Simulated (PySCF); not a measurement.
C2H6BFN2, SMILES NB(F)/C=N/C.

Geometry: B3LYP-D3(BJ)/def2-SVP. The structure was generated by enumeration; whether it is a known compound was not checked. Other conformers were not sampled.

All values below come from PySCF with r2SCAN/def2-TZVP.

Gas-phase values at a fixed geometry.

Computed frontier levels, gap, dipole moment and polarisability:
```yaml
highest_occupied_level: -6.10 eV
lowest_empty_level: -2.00 eV
orbital_gap: 4.10 eV
dipole_moment: 1.36 D
quadrupole, principal values (traceless, Buckingham form, about the centre of nuclear charge): -6.52, -3.24, 9.75 D·Å
mean_static_polarisability: 56.3 bohr³ (8.34 Å³)
polarisability_principal_values: 38.2, 57.2, 73.5 bohr³
```
